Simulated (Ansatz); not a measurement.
The cluster B6Os⁻. The state is a doublet with charge -1. Geometry PBE-D4/def2-SVPD, basis def2-TZVPD, Ansatz.

```xyz
7

Os   -0.0705   -1.1147    0.6211
B     1.3037    0.1620   -0.4749
B    -0.0265   -0.2567   -1.3768
B     0.0756    1.0310    0.9450
B     1.4668    0.2472    1.1217
B    -1.2550    0.6124    0.0436
B    -1.4941   -0.6813   -0.8797
```

```
run  HOMO (eV)  LUMO (eV)
  A      -1.99       2.20
  B      -0.85       1.45
  C       0.06       0.48
  D       0.00       0.81
```

In the def2 sets Os takes a core potential; there is no spin–orbit coupling. Another isomer (doublet) lies 0.37 eV lower at PBE0-D4/def2-TZVPD; other spin states weren't run for this one.

HOMO and LUMO are taken over both spins.

Question: The runs used CAM-B3LYP, PBE, PBE0, r2SCAN. Estimate which is which.

Answer: A CAM-B3LYP (range-separated); B PBE0 (25 % exact exchange); C PBE (0 % exact exchange); D r2SCAN (0 % exact exchange). Exact exchange lowers occupied and raises empty levels; among semilocal functionals meta-GGAs tend to open the gap a little, and such runs are hard to tell apart. The gap grows from 0.42 eV (PBE) to 4.19 eV (CAM-B3LYP). At PBE-D4/def2-TZVPD the highest occupied level of the charge -1 doublet lies above zero (up to 0.06 eV). The electron is either unbound and held by the finite basis, or the level is raised by self-interaction error.
